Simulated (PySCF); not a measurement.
**Sound and unsound settings**

Molecule: `InChI=1S/C4H4F5N/c5-3(6,2-1-10-2)4(7,8)9/h2,10H,1H2/t2-/m1/s1`; geometry GFN2-xTB.

Geometry (Å), atoms numbered from 1 in this order:
```xyz
14

F     2.270    0.212    0.991
C     1.872   -0.203   -0.213
F     2.838    0.075   -1.080
F     1.743   -1.531   -0.159
C     0.520    0.453   -0.598
F     0.730    1.784   -0.756
F     0.164   -0.022   -1.817
C    -0.553    0.188    0.439
C    -1.976    0.206    0.020
N    -1.323   -1.024    0.392
H    -0.271    0.536    1.427
H    -2.204    0.406   -1.020
H    -2.710    0.564    0.727
H    -1.101   -1.645   -0.381
```

All runs: PySCF 2.14, non-relativistic, gas phase unless a solvent (IEF-PCM) is named; grid level 2, GIAOs and SCF threshold 1e-9 unless changed. The yardstick, PBE0/pcSseg-1, gives these isotropic shieldings σ (ppm, equivalent atoms averaged): F1/F3/F4 270.6, F6 309.2, F7 333.1, C5 65.2, C8 156.8, C9 166.2, N10 239.9.

(1) What do these inputs give? (1) BP86/3-21G; max_cycle 77; mult 3; altered: mult 3; (2) PBE0/pcSseg-1; aux def2-universal-jfit; max_cycle 65; (3) PBE0/pcSseg-1; grid level 3; aux def2-qzvpp-jkfit; (4) OPBE/def2-SVP; guess vsap; (5) PBE0/3-21G

(2) Comment on the technical settings and failures.

Answers

(1) 
```tsv
run	outcome	functions	wall time	F1/F3/F4	F6	F7	C5	C8	C9	N10
1	refused	–	15 s	–	–	–	–	–	–	–
2	converged	190	27 s	270.6	309.2	333.1	65.2	156.9	166.3	239.9
3	converged	190	34 s	270.6	309.2	333.1	65.2	156.8	166.2	239.9
4	converged	160	87 s	281.4	317.3	339.3	73.5	165.6	173.9	244.2
5	converged	98	36 s	315.1	349.7	368.6	95.2	182.1	188.7	256.6
```

Times are on shared hosts with different chips, so compare them loosely.

(2) 
- Run 1: The program stopped with: NotImplementedError: this response code serves closed shells only; the SCF ended at -704.60698170 Eh with <S^2> = 2.0019 Charge 0 and multiplicity 3 describe another species than the intended molecule, on its geometry.
- Run 2: The cycle limit changes the path of the SCF (10 cycles), not the solution, provided the same state is reached. The other auxiliary basis adds little: it changes only the density-fitting error.
- Run 3: The other auxiliary basis adds little: it changes only the density-fitting error.
- Run 4: The functional and orbital basis differ from the yardstick's, which in itself moves the values. The starting guess changes the path of the SCF (13 cycles), not the solution, provided the same state is reached.

Run 1 was set up unsoundly or failed; its numbers aren't to be quoted as properties of the molecule.
